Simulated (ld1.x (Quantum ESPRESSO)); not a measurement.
Transferability test, TM potential for phosphorus

- Element: P (Z = 15)
- Generator: ld1.x (Quantum ESPRESSO) 7.5
- Type: norm-conserving Troullier–Martins (Kleinman–Bylander form)
- Functional: PBE
- Relativity: non-relativistic
- Frozen core: [Ne]
- Valence charge: 5
- Reference configuration: 3s2 3p2 (charge +1)
- Partial waves: 3p (bound): rc 1.60 bohr; 3s (bound): rc 1.25 bohr
- Local potential: the s channel
- Core correction: a·sin(br)/r model core inside 1.15 bohr

Energies are relative to the spin-unpolarised reference configuration 3s2 3p2; without spin polarisation the order of configurations can differ from experiment. The frozen-core shift is the all-electron ΔE with the core orbitals held at their reference shape minus the fully relaxed ΔE.

| valence configuration | charge | ΔE all-electron (eV) | error AE − PS (meV) | frozen-core shift (meV) |
| --- | --- | --- | --- | --- |
| 3s2 3p3 | 0 | -9.742 | +4.2 | +0.8 |
| 3s1 3p0 | +4 | 100.790 | +187 | +113 |
| 3s0 3p5 | 0 | 7.281 | -5.2 | +0.8 |
| 3s1 3p3 | +1 | 9.025 | -0.9 | +0.6 |
| 3s2 3p2.5 | +0.5 | -5.961 | +1.4 | +0.3 |

Problem. What are ΔE and the potential's error for 3s2 3p1?

Solution. ΔE = 19.159 eV all-electron; the error (AE − PS) is +10 meV.

Problem. What are ΔE and the potential's error for 3s2 3p0?

Solution. ΔE = 48.909 eV all-electron; the error (AE − PS) is +57 meV.
